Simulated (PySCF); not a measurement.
PySCF input file for ZrI4, SMILES [I][Zr]([I])([I])[I], multiplicity 1, TDDFT-PBE/def2-SVPD. The structure is a stationary point at PBE0-D3(BJ)/def2-SVP. The spin state was assumed, not searched. The isomer is the one that the SMILES or the coordinates give; other isomers of the formula were not compared. The def2 effective core potentials stand for the cores of I, Zr; spin–orbit coupling is left out.

```python
import numpy as np
from pyscf import gto, scf, dft, tdscf

mol = gto.M(
    atom='''
    Zr    0.00000000    0.00000000    0.00000000
    I     1.54527044    1.54527044   -1.54527044
    I    -1.54527044    1.54527044    1.54527044
    I    -1.54527044   -1.54527044   -1.54527044
    I     1.54527044   -1.54527044    1.54527044
    ''',
    basis='def2-SVPD',
    ecp={'I': 'def2-svp', 'Zr': 'def2-svp'},
    charge=0,
    spin=0,
    symmetry=True,
    max_memory=1600,
    verbose=4,
)
mf = dft.RKS(mol, xc='pbe').density_fit(auxbasis='def2-universal-jkfit')
mf.grids.level = 3
mf.conv_tol = 1e-9
mf.max_cycle = 100
mf.kernel()
mf.grids = dft.Grids(mol).set(level=1).build(with_non0tab=True)  # coarser grid for the response kernel
td = tdscf.TDDFT(mf)
td.singlet = True
td.nstates = 10
td.conv_tol = 1e-4
td.positive_eig_threshold = 1e-6
td.kernel(x0=td.get_init_guess(mf, 15))
td.analyze()
tt = tdscf.TDA(mf)
tt.singlet = False
tt.nstates = 4
tt.conv_tol = 1e-4
tt.positive_eig_threshold = 1e-6
tt.kernel(x0=tt.get_init_guess(mf, 9))
tt.analyze(verbose=3)
```

Log of the run:

```
PySCF version 2.14.0

[INPUT] verbose = 4
[INPUT] num. atoms = 5
[INPUT] num. electrons = 112
[INPUT] charge = 0
[INPUT] spin (= nelec alpha-beta = 2S) = 0
[INPUT] symmetry True subgroup None
[INPUT] Mole.unit = angstrom
[INPUT] Symbol           X                Y                Z      unit          X                Y                Z       unit  Magmom
[INPUT]  1 Zr     0.000000000000   0.000000000000   0.000000000000 AA    0.000000000000   0.000000000000   0.000000000000 Bohr   0.0
[INPUT]  2 I      1.545270440000   1.545270440000  -1.545270440000 AA    2.920137919986   2.920137919986  -2.920137919986 Bohr   0.0
[INPUT]  3 I     -1.545270440000   1.545270440000   1.545270440000 AA   -2.920137919986   2.920137919986   2.920137919986 Bohr   0.0
[INPUT]  4 I     -1.545270440000  -1.545270440000  -1.545270440000 AA   -2.920137919986  -2.920137919986  -2.920137919986 Bohr   0.0
[INPUT]  5 I      1.545270440000  -1.545270440000   1.545270440000 AA    2.920137919986  -2.920137919986   2.920137919986 Bohr   0.0

nuclear repulsion = 691.284313640194
point group symmetry = Td, use subgroup D2
symmetry origin: [0. 0. 0.]
symmetry axis x: [ 1.00000000e+00 -9.61481343e-17  2.88444403e-16]
symmetry axis y: [9.61481343e-17 1.00000000e+00 9.61481343e-17]
symmetry axis z: [-2.88444403e-16 -9.61481343e-17  1.00000000e+00]
num. orbitals of irrep A = 45
num. orbitals of irrep B1 = 43
num. orbitals of irrep B2 = 43
num. orbitals of irrep B3 = 43
number of shells = 64
number of NR pGTOs = 340
number of NR cGTOs = 174
basis = def2-SVPD
ecp = {'I': 'def2-svp', 'Zr': 'def2-svp'}


[settings echo left out]
init E= -1104.47807335657
HOMO (B3) = -1.95430658047387  LUMO (A) = -1.81748203543471  gap/eV = 3.72319
cycle= 1 E= -1232.4130214691  delta_E= -128  |g|= 6.23  |ddm|= 22.6
HOMO (B3) = 0.0166211263326765  LUMO (A) = 0.0294774324859519  gap/eV = 0.34984
cycle= 2 E= -1231.69487095412  delta_E= 0.718  |g|= 5.51  |ddm|=   22
HOMO (B3) = -0.420684639438126  LUMO (A) = -0.235847135674945  gap/eV = 5.02968
cycle= 3 E= -1237.78631162032  delta_E= -6.09  |g|= 0.971  |ddm|= 8.75
HOMO (B1) = -0.263771241469493  LUMO (A) = -0.238032741240116  gap/eV = 0.70038
cycle= 4 E= -1233.9802884939  delta_E= 3.81  |g|= 3.94  |ddm|= 4.49
HOMO (B2) = -0.237695816496591  LUMO (A) = -0.134528539621369  gap/eV = 2.80732
cycle= 5 E= -1238.08116276911  delta_E= -4.1  |g|= 0.25  |ddm|= 3.09
HOMO (B2) = -0.24996143700538  LUMO (A) = -0.134719924579294  gap/eV = 3.13588
cycle= 6 E= -1238.09960948522  delta_E= -0.0184  |g|= 0.028  |ddm|= 0.344
HOMO (B3) = -0.250622315090748  LUMO (A) = -0.134248673092281  gap/eV = 3.16669
cycle= 7 E= -1238.09980217463  delta_E= -0.000193  |g|= 0.0125  |ddm|= 0.0404
HOMO (B3) = -0.251136951890191  LUMO (A) = -0.134996962353808  gap/eV = 3.16033
cycle= 8 E= -1238.09985592291  delta_E= -5.37e-05  |g|= 0.00212  |ddm|= 0.0162
HOMO (B3) = -0.251096428509027  LUMO (A) = -0.134839655491954  gap/eV = 3.16351
cycle= 9 E= -1238.0998574517  delta_E= -1.53e-06  |g|= 0.000275  |ddm|= 0.00258
HOMO (B2) = -0.251096194605607  LUMO (A) = -0.13485529440817  gap/eV = 3.16308
cycle= 10 E= -1238.09985747632  delta_E= -2.46e-08  |g|= 2.63e-05  |ddm|= 0.000319
HOMO (B1) = -0.251095572781358  LUMO (A) = -0.134856307283843  gap/eV = 3.16303
cycle= 11 E= -1238.09985747657  delta_E= -2.43e-10  |g|= 5.09e-07  |ddm|= 3.34e-05
HOMO (B3) = -0.251095646826091  LUMO (A) = -0.134856226839263  gap/eV = 3.16304
Extra cycle  E= -1238.09985747656  delta_E= 2.27e-13  |g|= 2.25e-06  |ddm|= 3.2e-06
converged SCF energy = -1238.09985747656
tot grids = 40312
Overwritten attributes  positive_eig_threshold  of <class 'pyscf.tdscf.rks.CasidaTDDFT'>


******** <class 'pyscf.tdscf.rks.CasidaTDDFT'> for <class 'pyscf.df.df_jk.DFSymAdaptedRKS'> ********
nstates = 10 singlet
deg_eia_thresh = 1.000e-03
wfnsym = None
conv_tol = 0.0001
eigh lindep = 1e-12
eigh level_shift = 0
eigh max_cycle = 100


Excitation energies (eV)
[3.19259634 3.19259634 3.19259634 3.35154619 3.35154619 3.35154619
 3.81810367 3.81810367 3.81810367 3.81871759]

** Singlet excitation energies and oscillator strengths **
Excited State   1:   B2      3.19260 eV    388.35 nm  f=0.0000
      55 -> 57       -0.36747
      55 -> 58       -0.60227
Excited State   2:   B3      3.19260 eV    388.35 nm  f=0.0000
      56 -> 57        0.33785
      56 -> 58       -0.61937
Excited State   3:   B1      3.19260 eV    388.35 nm  f=0.0000
      54 -> 57        0.70531
Excited State   4:   B3      3.35155 eV    369.93 nm  f=0.0236
      53 -> 58        0.10940
      54 -> 60        0.13973
      55 -> 59        0.13973
      56 -> 57        0.58147
      56 -> 58        0.31717
Excited State   5:   B1      3.35155 eV    369.93 nm  f=0.0236
      51 -> 57       -0.12458
      54 -> 58        0.66216
      55 -> 61        0.13973
      56 -> 60        0.13973
Excited State   6:   B2      3.35155 eV    369.93 nm  f=0.0236
      52 -> 58        0.10638
      54 -> 61        0.13973
      55 -> 57       -0.56542
      55 -> 58        0.34498
      56 -> 59       -0.13973
Excited State   7:   B2      3.81810 eV    324.73 nm  f=0.0000
      52 -> 57       -0.48639
      52 -> 58        0.29676
      54 -> 61       -0.29600
      56 -> 59       -0.29600
Excited State   8:   B3      3.81810 eV    324.73 nm  f=0.0000
      53 -> 57       -0.50020
      53 -> 58       -0.27284
      54 -> 60        0.29600
      55 -> 59       -0.29600
Excited State   9:   B1      3.81810 eV    324.73 nm  f=0.0000
      51 -> 58        0.56961
      55 -> 61       -0.29600
      56 -> 60        0.29600
Excited State  10:    A      3.81872 eV    324.67 nm  f=0.0000
      54 -> 59        0.40825
      55 -> 60       -0.40825
      56 -> 61        0.40825

** Transition electric dipole moments (AU) **
state          X           Y           Z        Dip. S.      Osc.
  1         0.0000     -0.0000     -0.0000      0.0000      0.0000
  2         0.0000     -0.0000     -0.0000      0.0000      0.0000
  3         0.0000     -0.0000     -0.0000      0.0000      0.0000
  4         0.5366      0.0000     -0.0000      0.2879      0.0236
  5        -0.0000      0.0000     -0.5366      0.2879      0.0236
  6         0.0000     -0.5366      0.0000      0.2879      0.0236
  7        -0.0000     -0.0000      0.0000      0.0000      0.0000
  8        -0.0000     -0.0000     -0.0000      0.0000      0.0000
  9         0.0000     -0.0000      0.0000      0.0000      0.0000
 10         0.0000      0.0000     -0.0000      0.0000      0.0000

WARN: ECP detected. Skipping calculation of transition velocity and magnetic dipole moments, which have not yet been implemented.

Overwritten attributes  positive_eig_threshold  of <class 'pyscf.tdscf.rks.TDA'>


******** <class 'pyscf.tdscf.rks.TDA'> for <class 'pyscf.df.df_jk.DFSymAdaptedRKS'> ********
nstates = 4 triplet
deg_eia_thresh = 1.000e-03
wfnsym = None
conv_tol = 0.0001
eigh lindep = 1e-12
eigh level_shift = 0
eigh max_cycle = 100


Excitation energies (eV)
[3.05224788 3.05224788 3.05224788 3.12074175]

** Triplet excitation energies and oscillator strengths **
Excited State   1:   B3      3.05225 eV    406.21 nm  f=0.0000
Excited State   2:   B2      3.05225 eV    406.21 nm  f=0.0000
Excited State   3:   B1      3.05225 eV    406.21 nm  f=0.0000
Excited State   4:   B1      3.12074 eV    397.29 nm  f=0.0000
```

The calculation finished and met its thresholds.

Cost: very roughly 100 core-seconds.
